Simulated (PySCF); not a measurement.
C3H6GeO.

```xyz
11

C      2.0395     0.3280    -0.2290
Ge     0.2346     0.0524     0.4558
C     -1.3015     0.9357    -0.3250
C     -1.5890    -0.2546    -0.9027
O     -0.6922    -1.2310    -0.5948
H      2.5103     1.1842     0.2788
H      1.9934     0.5299    -1.3082
H      2.6536    -0.5671    -0.0485
H      0.2224    -0.3776     1.9387
H     -1.8267     1.8859    -0.3801
H     -2.4173    -0.5378    -1.5669
```

Geometry optimised at B3LYP-D3(BJ)/def2-SVP. The structure was generated by enumeration; whether it is a known compound was not checked.

Calculation: PySCF with PBE/pcSseg-1. Non-relativistic, no solvent.

Question: Give the absolute GIAO shielding of each atom: isotropic value and principal components (ppm). (Estimate from the structure and the level; the computed values follow.)

Answer: 
| atom | σ(iso) | σ11 | σ22 | σ33 | span |
|---|---|---|---|---|---|
| C1 | 174.1 | 162.4 | 173.4 | 186.5 | 24.1 |
| Ge2 | 1117.9 | 929.5 | 1139.2 | 1285.1 | 355.5 |
| C3 | 79.7 | -4.0 | 111.8 | 131.2 | 135.2 |
| C4 | 5.0 | -88.8 | 27.7 | 76.2 | 165.0 |
| O5 | 133.3 | 32.1 | 136.4 | 231.5 | 199.4 |
| H6 | 30.5 | 26.4 | 27.4 | 37.7 | 11.3 |
| H7 | 30.0 | 25.5 | 28.0 | 36.6 | 11.0 |
| H8 | 30.1 | 25.9 | 27.2 | 37.2 | 11.3 |
| H9 | 24.5 | 19.1 | 20.1 | 34.4 | 15.2 |
| H10 | 26.3 | 24.8 | 25.9 | 28.3 | 3.6 |
| H11 | 23.8 | 21.9 | 22.9 | 26.6 | 4.6 |
